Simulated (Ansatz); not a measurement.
`BCC=O` + H₂S → `BCS` + `C=O`  (substitution at a C–C bond)

Isolated molecules relaxed with PBE0-D4/def2-TZVP in Ansatz; ΔE leaves out vibrations. CCSD(T)/CBS is the MP2 limit (def2-TZVPP, def2-QZVPP) plus CCSD(T) − MP2 in def2-TZVPP, frozen cores. This one scheme is used for every species. Each species was taken in one conformer, which may not be the lowest.

```csv
species,CCSD(T)/CBS(def2) energy (Eh)
`BCC=O`,-179.04215
H₂S,-398.97279
`BCS`,-463.59975
`C=O`,-114.39408
```

Problem. Work out ΔE.

Solution. ΔE = (-463.59975) + (-114.39408) − (-179.04215) − (-398.97279) = 0.02111 Eh = +55.4 kJ/mol.

Largest T1 diagnostic among the species: 0.015.

At CCSD(T), def2-SVP lies +7.8 kJ/mol from the extrapolated value and def2-TZVPP +1.2 kJ/mol. Leaving LDA and LC-ωPBE aside and taking each functional with its dispersion term where it has one, the values, not all of them listed here, spread over 7.5 kJ/mol, from BLYP-D4 to B97M-V. LDA lies +9.8 kJ/mol from PBE without D4.
